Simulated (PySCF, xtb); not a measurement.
B(F)(NHMe)(OH) (CH₅BFNO), SMILES B(F)(O)NC.

The structure is a stationary point at r2SCAN-D4/def2-SVP. The structure was generated by enumeration, and PubChem lists no compound with its InChIKey, so it may never have been made. One conformer was computed; it need not be the lowest.

Method: IEF-PCM-M06-2X/def2-SVP (PySCF).

The values are the electrostatic part of the solvation free energy, E(continuum) − E(gas) at the gas-phase geometry, in a cavity of scaled van der Waals radii (PySCF's table); cavitation and dispersion terms are not included. In vacuum the orbital gap is 10.57 eV. The dipole moment in vacuum is 3.74 D.

Computed values in water (ε = 78.36), acetonitrile (ε = 35.69), dimethylsulfoxide (ε = 46.83):
```tsv
solvent	ε	ΔG(elec) (kcal/mol)	dipole (D)	gap (eV)
water	78.36	-7.3	4.41	10.85
acetonitrile	35.69	-7.1	4.40	10.85
dimethylsulfoxide	46.83	-7.2	4.40	10.85
```

For comparison, GFN2-xTB/ALPB(water) (xtb, at the GFN2-xTB geometry, all terms of that model) gives -7.7 kcal/mol.
